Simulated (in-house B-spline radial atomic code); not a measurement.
# Ionising the oxygen ion O²⁺ with different functionals

Computed with a radial B-spline atomic code at the basis-set limit: scalar-relativistic (spin-free X2C) Hamiltonian, Fermi nucleus of rms radius 2.6991 fm, spin-polarised at highest spin, spherical fractional occupations for the functionals, and exact exchange of hybrids averaged over the configuration. The ionisation energy is the difference of two self-consistent energies, [He] 2s2 2p2 → [He] 2s2 2p1, without Breit or QED terms; ε is the level of the shell that loses the electron (its least bound occupied spin orbital).

| method | rung | ΔSCF (eV) | -ε(2p) (eV) |
| --- | --- | --- | --- |
| PBE0 | global hybrid | 55.47 | 47.91 |
| B3LYP | global hybrid | 55.64 | 47.45 |
| TPSSh | global hybrid | 55.60 | 46.40 |
| BHandHLYP | global hybrid | 55.43 | 50.67 |
| r2SCAN0 | global hybrid | 55.77 | 48.40 |
| B97-1 | global hybrid | 55.39 | 47.37 |
| HSE06 | range-separated hybrid | 55.49 | 47.50 |
| wB97X | range-separated hybrid | 55.32 | 50.32 |
| CAM-B3LYP | range-separated hybrid | 55.62 | 49.46 |
| LC-wPBE | range-separated hybrid | 55.68 | 50.72 |

Problem. Among the functionals, which spreads more, the ΔSCF values or the orbital energies?

Solution. The orbital energies: ΔSCF values span about 0.45 eV and the orbital energies 4.32 eV; here energy differences depend much less on the functional than eigenvalues do.

Problem. How do they compare with the NIST value?

Solution. NIST lists 54.936 eV (semi-empirical, ground level to ground level). Errors run from +0.38 to +0.83 eV; wB97X is closest (+0.38 eV), but part of that can be cancellation, since the calculations leave out spin-orbit coupling, Breit-QED terms, multiplet and fine-structure energies.
